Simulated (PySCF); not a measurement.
Species: C6H5N2 (doublet state).
SMILES with atom numbers: `[CH:1]#[C:2][CH2:3][N:4]/[CH:5]=[CH:6]/[C:7]#[N:8]` (hydrogens: H9 on C1; H10, H11 on C3; H12 on C5; H13 on C6)

Cartesian coordinates in Å at the GFN2-xTB level; atoms count from 1:
```xyz
13
C6H5N2 angstrom
C     -2.1000    1.8907   -0.2115
C     -1.9297    0.7060   -0.1602
C     -1.6446   -0.7165   -0.0877
N     -0.2876   -1.1365   -0.1108
C      0.6867   -0.3011   -0.2571
C      2.0021   -0.7740   -0.2529
C      3.0872    0.0639   -0.4119
N      3.9949    0.7647   -0.5469
H     -2.2926    2.9215   -0.2547
H     -2.1491   -1.2343   -0.9175
H     -2.0839   -1.1294    0.8327
H      0.5260    0.7752   -0.3855
H      2.1860   -1.8297   -0.1149
```

The hyperfine couplings belong to this conformer and change with its torsions.

Method: UKS B3LYP, pcH-1 on C H N, non-relativistic, mean-field spin-orbit, GIAO in PySCF 2.14.0. The structure is a single GFN2-xTB conformer in the gas phase; no vibrational or solvent corrections. The geometry wasn't refined by DFT: couplings that depend on bond lengths, twists or pyramidal angles can differ widely from those at the functional's own minimum. Stability of the SCF solution: not tested. ⟨S²⟩ is 0.780 where a pure state has 0.75.

(1) The isotropic 13C couplings are +54.9, -47.5, -45.0, -17.8, -0.6 MHz. Assign them to C2; C3; C5; C6; C7.

(2) The isotropic 14N couplings are +16.2, +7.0 MHz. Assign them to N4; N8.

(3) The isotropic 1H couplings, averaged over equivalent nuclei, are +66.5, -43.5, +9.3, -0.1 MHz. Assign them to H9; H10/H11; H12; H13.

Answers

(1) 
```tsv
site	a_iso (MHz)	ρ(0) (bohr⁻³)	position	distance from C6 (Å)	spin population	largest |T| (MHz)
C2	-0.6	-0.0005	2 bonds from N4	4.20	0.00	1.0
C3	-17.8	-0.0159	1 bond from N4	3.65	-0.03	2.4
C5	-45.0	-0.0400	1 bond from N4	1.40	-0.21	27.6
C6	+54.9	+0.0488	largest spin population	0.00	+0.65	102.9
C7	-47.5	-0.0423	1 bond from C6	1.38	-0.17	17.8
```

(2) 
```csv
site,a_iso (MHz),ρ(0) (bohr⁻³),position,distance from C6 (Å),spin population,largest |T| (MHz)
N4,+16.2,+0.0501,a main spin site,2.32,+0.42,39.5
N8,+7.0,+0.0217,2 bonds from C6,2.53,+0.31,25.9
```

(3) 
```csv
site,a_iso (MHz),ρ(0) (bohr⁻³),position,distance from C6 (Å),bound to,spin population there,largest |T| (MHz)
H9,-0.1,0.0000,4 bonds from N4,5.67,C1,0.00,0.8
H10/H11,+66.5,+0.0149,2 bonds from N4,4.24,C3,-0.03,5.4
H12,+9.3,+0.0021,"2 bonds from N4, on C5 of spin population -0.21",2.14,C5,-0.21,5.8
H13,-43.5,-0.0097,1 bond from C6,1.08,C6,+0.65,23.5
```

ρ(0) is the spin density at the nucleus and T the dipolar tensor; entries for several nuclei are means. Largest spin populations (Mulliken): C6 (+0.65), N4 (+0.42), N8 (+0.31) and C5 (-0.21). Three atoms exceed +0.15. The positive populations add up to 1.44 and the negative ones to -0.44, together 2S = 1. The angles at C6 add up to 360.0°, so it is planar; its axial dipolar tensor and the negative coupling of its proton fit spin in a p orbital normal to that plane. Main spin sites, with 60 % or more of the largest population: N4, C6; positions count bonds from the nearest.

Means are taken over nuclei equivalent by connectivity, which assumes that they swap fast. The 1H value of +66.5 MHz is a mean of couplings from 62.8 to 70.1 MHz in this one geometry, not an average over conformers.

The SMILES `C#CC[N]/C=C/C#N` draws the unpaired electron on N4, whose computed spin population is only +0.42.

On Arm Neoverse V2, one thread, shared host, this took 51 s of wall time (grids of density and orbitals included) and 0.88 GiB of memory at its peak.
